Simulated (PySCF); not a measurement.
C3H7ClOSi, SMILES C[Si@H](C(Cl)=C)O. Atoms are numbered in the order given.

```xyz
13

C      1.6426    -0.1194     1.2479
C      0.8747    -0.0703     0.1588
Cl     1.4648    -0.6610    -1.3814
Si    -0.8933     0.5702     0.0862
C     -2.0387    -0.8347    -0.3272
O     -1.3066     1.1710     1.5915
H      1.2365     0.2476     2.1958
H      2.6618    -0.5189     1.2347
H     -0.9356     1.6512    -0.9429
H     -3.0705    -0.4838    -0.4827
H     -1.6951    -1.3384    -1.2444
H     -2.0392    -1.5712     0.4917
H     -0.9729     2.0449     1.8167
```
Charge 0, spin multiplicity 1.

Coordinates come from a ωB97X-D3(BJ)/def2-SVP optimisation. The structure was generated by enumeration; whether it is a known compound was not checked. The values are those of a single conformer.

These are ωB97X-D3(BJ)/def2-SVP run with PySCF values and carry that method's errors.

Frequencies are harmonic and unscaled.

| mode | ν (cm⁻¹) | IR (km/mol) | moving atoms (share of kinetic energy) |
|---|---|---|---|
| 1 | 61 | 1.6 | C 43 %, Cl 20 %, H 19 %, O 16 % |
| 2 | 125 | 0.7 | C 39 %, Cl 22 %, H 22 %, O 13 % |
| 3 | 149 | 0.1 | H 93 % |
| 4 | 177 | 9.8 | C 40 %, H 27 %, O 16 %, Si 13 % |
| 5 | 232 | 18.3 | O 40 %, H 24 %, C 19 %, Si 10 % |
| 6 | 241 | 67.7 | H 80 %, Cl 8 % |
| 7 | 283 | 12.3 | O 25 %, Si 24 %, H 24 %, Cl 13 %, C 13 % |
| 8 | 359 | 18.1 | C 32 %, H 25 %, Si 18 %, Cl 17 % |
| 9 | 419 | 20.1 | C 61 %, H 26 %, Si 9 % |
| 10 | 570 | 18.6 | C 49 %, Cl 20 %, Si 19 %, H 11 % |
| 11 | 679 | 56.8 | H 72 %, C 21 % |
| 12 | 722 | 35.4 | H 49 %, C 31 %, Si 17 % |
| 13 | 730 | 22.5 | H 86 %, C 11 % |
| 14 | 771 | 18.9 | H 79 %, C 13 % |
| 15 | 803 | 74.2 | H 44 %, C 43 %, Cl 10 % |
| 16 | 847 | 61.0 | H 65 %, C 14 %, O 10 %, Si 10 % |
| 17 | 852 | 124.5 | H 46 %, O 39 %, Si 13 % |
| 18 | 894 | 225.2 | H 70 %, Si 15 %, C 12 % |
| 19 | 951 | 111.6 | H 52 %, Si 32 %, O 13 % |
| 20 | 965 | 36.0 | H 73 %, C 27 % |
| 21 | 1129 | 25.6 | C 58 %, H 39 % |
| 22 | 1286 | 44.0 | H 76 %, C 24 % |
| 23 | 1392 | 15.2 | H 87 %, C 13 % |
| 24 | 1438 | 6.6 | H 96 % |
| 25 | 1440 | 2.7 | H 96 % |
| 26 | 1719 | 15.3 | C 91 %, H 9 % |
| 27 | 2246 | 150.2 | H 97 % |
| 28 | 3073 | 0.9 | H 97 % |
| 29 | 3168 | 0.9 | H 94 % |
| 30 | 3179 | 1.5 | H 91 %, C 9 % |
| 31 | 3182 | 2.6 | H 91 %, C 9 % |
| 32 | 3274 | 0.3 | H 89 %, C 11 % |
| 33 | 3940 | 104.4 | H 94 % |
